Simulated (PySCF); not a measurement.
SnEt2I2 (`C[CH2][Sn]([I])([I])[CH2]C`). Theory: PBE0-D3(BJ)/def2-SVP geometry optimisation, gas phase, def2 core potentials past Kr (PySCF).

```
atom  x, y, z in Å
Sn1   -0.2617   -0.0082   -0.1858
C2    -0.5129   -0.0278    1.9583
C3    -1.9620    0.1002    2.3939
H4     0.1116    0.7944    2.3427
H5    -0.0621   -0.9751    2.2958
H6    -2.0419    0.0872    3.4930
H7    -2.4103    1.0415    2.0404
H8    -2.5754   -0.7284    2.0074
C9     1.7032   -0.0561   -1.0736
C10    1.6631   -0.0399   -2.5915
H11    2.1886   -0.9639   -0.6806
H12    2.2405    0.8145   -0.6638
H13    2.6818   -0.0615   -3.0117
H14    1.1200   -0.9101   -2.9916
H15    1.1657    0.8651   -2.9739
I16   -1.4757    2.2227   -1.1361
I17   -1.6010   -2.1553   -1.1625
```

(1) What is the longest distance between nuclei?

(2) What is the repulsion energy of the bare nuclei, Σ ZA·ZB/RAB?

(3) Work out the bond lengths Sn1–C2, C2–C3, C2–H5, C3–H6, C3–H8, C9–H11, C9–H12 in bohr.

(4) What are the angles Sn1–C2–H5, C3–C2–H5, C3–C2–H4, H11–C9–H12, C10–C9–H11, H14–C10–H15, H13–C10–H15?

(5) Give the dihedral angles I16–Sn1–C9–H12, H5–C2–C3–H7, C9–Sn1–C2–H4, H4–C2–C3–H8.

(6) Write the matrix of distances between heavy atoms (Å, lower triangle).

Results:

(1) H6···H13, 8.04 Å; the next longest distance is 7.30 Å.

(2) 2274.46 Eh over 136 pairs, with full nuclear charges and distances in bohr; the largest single term is 517.12 Eh (Sn1 with I16).

(3) For Sn1–C2 the difference vector is (-0.2512, -0.0196, 2.1441) Å, of length 2.1589 Å. 1 bohr = 0.529177 Å. Sn1–C2 4.080; C2–C3 2.870; C2–H5 2.083; C3–H6 2.083; C3–H8 2.081; C9–H11 2.082; C9–H12 2.082 bohr.

(4) From the scalar product of the two bond vectors; for Sn1–C2–H5 it is -0.6290 Å² over 2.1589 × 1.1020 Å², cos θ = -0.2644. Sn1–C2–H5 105.3°; C3–C2–H5 112.0°; C3–C2–H4 112.2°; H11–C9–H12 107.7°; C10–C9–H11 112.1°; H14–C10–H15 107.5°; H13–C10–H15 107.5°.

(5) I16–Sn1–C9–H12 66° (synclinal); H5–C2–C3–H7 -179° (antiperiplanar); C9–Sn1–C2–H4 53° (synclinal); H4–C2–C3–H8 180° (antiperiplanar). Dihedral signs follow IUPAC: positive where, seen along the central bond, the front bond turns clockwise onto the rear one.

(6) 
```
Sn1   0.000
C2    2.159  0.000
C3    3.092  1.519  0.000
C9    2.157  3.756  5.048  0.000
C10   3.081  5.043  6.166  1.519  0.000
I16   2.712  3.946  4.148  3.912  4.134  0.000
I17   2.713  3.931  4.227  3.916  4.144  4.380  0.000
```

Whether it is a minimum is left open (no frequencies). One conformer, not necessarily the lowest.
